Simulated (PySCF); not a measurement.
C6H6F2N (doublet state).
Geometry (GFN2-xTB, Å), atoms numbered from 1 in this order:
```
atom  x, y, z in Å
N1    -2.3560    0.0295    0.5091
C2    -1.0110    0.0279    0.2262
C3    -0.1995    1.0873    0.7022
F4    -0.7704    2.0243    1.4954
C5     1.1661    1.1721    0.4289
C6     1.7730    0.2404   -0.3491
C7     1.0091   -0.8893   -0.9414
F8     1.6260   -2.1107   -0.5820
C9    -0.4245   -0.9273   -0.5593
H10   -2.6482    0.5956    1.2892
H11   -2.8419   -0.8448    0.4033
H12    1.7242    1.9898    0.8583
H13    2.8319    0.2688   -0.5439
H14    1.1161   -0.8880   -2.0443
H15   -0.9993   -1.7677   -0.9144
```

The hyperfine couplings belong to this conformer and change with its torsions.

Identity: `NC1=C(F)C=C[C@@H](F)[CH]1` [radical].

Level of theory: UKS B3LYP, pcH-1 on C F H N, non-relativistic, mean-field spin-orbit, GIAO (PySCF). Isolated species at its GFN2-xTB geometry, gas phase. Couplings are sensitive to structure, and on GFN2-xTB geometries they can be far from those on DFT ones. The SCF solution wasn't tested for stability. ⟨S²⟩ is 0.784 where a pure state has 0.75.

(1) Match the computed a_iso(13C) values +56.0, +39.6, -37.3, +32.5, -32.5, -18.2 MHz with the sites C2; C3; C5; C6; C7; C9.

(2) The isotropic 19F couplings are +326.3, +85.5 MHz. Assign them to F4; F8.

(3) The isotropic 1H couplings, averaged over equivalent nuclei, are +115.3, -29.3, -23.7, +9.9, -1.4 MHz. Assign them to H10/H11; H12; H13; H14; H15.

Results:

(1) 
| site | a_iso (MHz) | ρ(0) (bohr⁻³) | position | distance from C3 (Å) | spin population | largest \|T\| (MHz) |
| --- | --- | --- | --- | --- | --- | --- |
| C2 | -32.5 | -0.0289 | 1 bond from C9 | 1.42 | -0.15 | 19.1 |
| C3 | +56.0 | +0.0498 | largest spin population | 0.00 | +0.50 | 93.7 |
| C5 | -37.3 | -0.0331 | 1 bond from C6 | 1.40 | -0.21 | 24.0 |
| C6 | +39.6 | +0.0352 | a main spin site | 2.39 | +0.46 | 69.7 |
| C7 | -18.2 | -0.0162 | 1 bond from C9 | 2.84 | -0.04 | 3.4 |
| C9 | +32.5 | +0.0289 | a main spin site | 2.39 | +0.38 | 57.3 |

(2) 
```csv
site,a_iso (MHz),ρ(0) (bohr⁻³),position,distance from C3 (Å),bound to,spin population there,largest |T| (MHz)
F4,+85.5,+0.0203,1 bond from C3,1.35,C3,+0.50,287.5
F8,+326.3,+0.0776,2 bonds from C6,3.90,C7,-0.04,170.5
```

(3) 
```tsv
site	a_iso (MHz)	ρ(0) (bohr⁻³)	position	distance from C3 (Å)	bound to	spin population there	largest |T| (MHz)
H10/H11	-1.4	-0.0003	3 bonds from C3	2.93	N1	-0.02	4.4
H12	+9.9	+0.0022	2 bonds from C6, on C5 of spin population -0.21	2.13	C5	-0.21	5.3
H13	-29.3	-0.0066	1 bond from C6	3.38	C6	+0.46	18.3
H14	+115.3	+0.0258	2 bonds from C6	3.63	C7	-0.04	3.3
H15	-23.7	-0.0053	1 bond from C9	3.38	C9	+0.38	15.6
```

ρ(0) is the spin density at the nucleus and T the dipolar tensor; entries for several nuclei are means. The Mulliken spin populations are largest on C3 (+0.50), C6 (+0.46), C9 (+0.38) and C5 (-0.21). Three atoms exceed +0.15. Main spin sites, with 60 % or more of the largest population: C3, C6, C9; positions count bonds from the nearest.

β density exceeds α density at some nuclei, such as C5 (-0.0331), C2 (-0.0289) and C7 (-0.0162), spin density in bohr⁻³. In a single determinant that takes different orbitals for the two spins, that is spin polarisation.

Nuclei that the bonding pattern makes equivalent are averaged, as if the motion that swaps them (rotation, inversion, ring flip) were fast.

C9, the radical centre as drawn in `NC1=C(F)C=C[C@@H](F)[CH]1`, holds a spin population of +0.38 out of 1.
